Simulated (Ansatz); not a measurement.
Species: CH4BO, net charge 0, doublet state. It need not be the lowest isomer of its formula. 
Coordinates optimised at B3LYP-D3(BJ)/def2-TZVP (Ansatz, a first-principles code):
```
C
H 1 1.0889
H 1 1.0889 2 109.47
H 1 1.0910 2 110.13 3 121.23
O 1 1.4399 2 108.16 3 -117.64
B 5 1.3201 1 124.81 2 -120.76
H 6 1.2036 5 125.03 1 0.00
```
Charge 0, spin multiplicity 2.

Basis-set convergence of Hartree-Fock and CCSD correlation energies (hartree) with Ansatz. Correlated levels leave the core frozen unless marked. UHF or UKS for open shells. Spin-orbit coupling is left out. Non-relativistic.

```csv
basis,functions,E(HF),"E(corr, CCSD)"
aug-cc-pVDZ,105,-139.72188,-0.44206
aug-cc-pVTZ,230,?,?
```

Task: Some entries are withheld; supply them.

Result: 
- aug-cc-pVTZ, E(HF): -139.76233
- aug-cc-pVTZ, E(corr, CCSD): -0.52247
